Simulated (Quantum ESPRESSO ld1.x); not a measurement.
Question: Species: Gd II. Configuration: [Xe] 4f7 5d1 6s1. All-electron calculation, scalar-relativistic Kohn-Sham, LDA (Slater exchange, VWN5 correlation), spin-polarised, spherical densities, point nucleus; open shells are filled with parallel spins first. Program: ld1.x of Quantum ESPRESSO 7.5. Some entries of the table are withheld. Estimate them.

orbital,occ.,eigenvalue (Ry),<r> (bohr),<1/r> (bohr^-1)
1s up,1,-3679.56,0.02192,71.61
1s down,1,-3679.56,0.02192,71.61
2s up,1,-607.952,0.09334,16.61
2s down,1,-607.942,0.09334,16.61
2p up,3,-541.284,0.08239,15.51
2p down,3,-541.277,0.08239,15.51
3s up,1,-135.130,0.2448,6.089
3s down,1,-134.929,0.2446,6.095
3p up,3,-114.477,0.2433,5.727
3p down,3,-114.278,0.2431,5.733
3d up,5,-87.1356,0.2214,5.436
3d down,5,-86.9789,0.2211,5.442
4s up,1,-27.6874,0.5532,2.572
4s down,1,-27.2430,0.5533,2.571
4p up,3,-20.8754,0.5856,2.364
4p down,3,-20.4356,0.5858,2.363
4d up,5,-11.4503,0.6362,2.084
4d down,5,-11.0187,0.6374,2.080
5s up,1,-4.21864,1.325,1.004
5s down,1,-3.97377,1.343,0.9877
5p up,3,(1),1.550,0.8459
5p down,3,(2),1.577,0.8288
4f up,7,-1.24883,(3),1.534
4f down,0,-0.86261,(4),1.493
6s up,1,-0.73535,3.565,0.3531
5d up,1,-0.67742,2.515,0.5172
6s down,0,-0.63236,3.731,0.3381
5d down,0,-0.55004,2.645,0.4938

Answer: 
(1) 5p up eigenvalue (Ry): -2.54798
(2) 5p down eigenvalue (Ry): -2.34838
(3) 4f up <r> (bohr): 0.8529
(4) 4f down <r> (bohr): 0.8955
